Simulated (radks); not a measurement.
The numbers below are computed, except where a source is named.
Dipole-allowed excitations along the series with 30 electrons in [Ar] 3d10 4s2. Code: a radial shooting solver on a logarithmic mesh with Libxc functionals. Model: scalar-relativistic Kohn-Sham, LDA (Slater exchange, Perdew-Wang correlation), spin-unpolarised, spherical densities, finite nucleus; Fermi nuclear charge, rms radius of each element as measured or else 0.836 A^(1/3) + 0.57 fm. Time-dependent linear response with the Hartree and adiabatic LDA kernel, continuum included through the Sternheimer equations, no spin-orbit coupling, so fine structure and intercombination lines are absent. Lines are the poles of the dipole polarisability below minus the highest occupied eigenvalue, found on a grid refined at the orbital gaps; the lowest seven at most are given, and weak or close lines can be missed. The first line takes the name of the lowest orbital gap if no other gap lies below it; otherwise a line is named after a gap within 0.6 % of it, if that gap stands alone.

| species | -e(HOMO) (eV) | lowest orbital gap (eV) | first line (eV) | f | static alpha (bohr^3) |
|---|---|---|---|---|---|
| As3+ | 44.860 | 4s-4p 11.612 | 14.419 (4s-4p) | 1.62 | 6.522 |
| Se4+ | 62.191 | 4s-4p 13.688 | 16.943 (4s-4p) | 1.60 | 4.624 |
| Br5+ | 81.537 | 4s-4p 15.762 | 19.432 (4s-4p) | 1.57 | 3.434 |
| Kr6+ | 102.84 | 4s-4p 17.847 | 21.910 (4s-4p) | 1.54 | 2.637 |
| Rb7+ | 126.08 | 4s-4p 19.951 | 24.394 (4s-4p) | 1.50 | 2.077 |
| Sr8+ | 151.21 | 4s-4p 22.083 | 26.896 (4s-4p) | 1.47 | 1.670 |
